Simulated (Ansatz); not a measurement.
Two isomers of CH5GeNS: A = `N=[C](S)[GeH3]`, B = `N=[CH][GeH2][SH]`.

Computed with Ansatz on PBE0-D4/def2-TZVP structures; ΔE is electronic, products minus reactants. CCSD(T)/CBS is the MP2 limit (def2-TZVPP, def2-QZVPP) plus CCSD(T) − MP2 in def2-TZVPP, frozen cores. Functionals use def2-TZVPP. B3LYP here is the variant with VWN-RPA as its local correlation; programs differ in this. For Ge outer-core shells are correlated without core-valence functions, which leaves a few kJ/mol of doubt a bond. Scalar relativity is left out up to krypton. One conformer a species, not always the lowest.

A:

```xyz
9

N    -0.684    1.244    1.210
C    -0.370    0.165    0.633
S    -0.761   -1.438    1.290
Ge    0.631    0.270   -1.063
H    -1.192    1.107    2.088
H    -0.266   -2.172    0.281
H     0.683    1.731   -1.510
H     2.040   -0.295   -0.826
H    -0.081   -0.611   -2.103
```

B:

Z-matrix (Å, degrees):
```
Ge
C 1 1.964
S 1 2.227 2 108.5
H 1 1.537 2 111.1 3 113.6
H 1 1.533 2 109.2 3 -121.9
N 2 1.265 1 118.7 3 120.9
H 2 1.100 1 117.9 3 -57.5
H 3 1.343 1 94.2 2 -64.0
H 6 1.023 2 111.7 1 -178.8
```

**Question.** Which isomer does CCSD(T)/CBS put lower? Give the gap. (An estimate is asked.)

**Answer.** Computed: B, by 62.3 kJ/mol.

**Question.** Give E(B) − E(A) in kJ/mol with PBE0-D4, B3LYP, PBE-D4, HF/def2-TZVPP, B2PLYP, ωB97M-V, CCSD(T)/def2-TZVPP. (Estimate.)

**Answer.** The calculation gave: PBE0-D4 -58.6, B3LYP -61.3, PBE-D4 -50.4, HF/def2-TZVPP -80.2, B2PLYP -61.4, ωB97M-V -63.3, CCSD(T)/def2-TZVPP -63.6. None reverses the order clearly.

Largest T1 diagnostic: 0.013.

From PBE to PBE0 (25 % exact exchange), in def2-TZVPP and without D4, E(B) − E(A) moves by −7.9 kJ/mol. In def2-TZVPP, CCSD(T) changes the Hartree–Fock value by +16.6 kJ/mol (the triples alone add +4.4 kJ/mol) and MP2 by +18.5 kJ/mol.
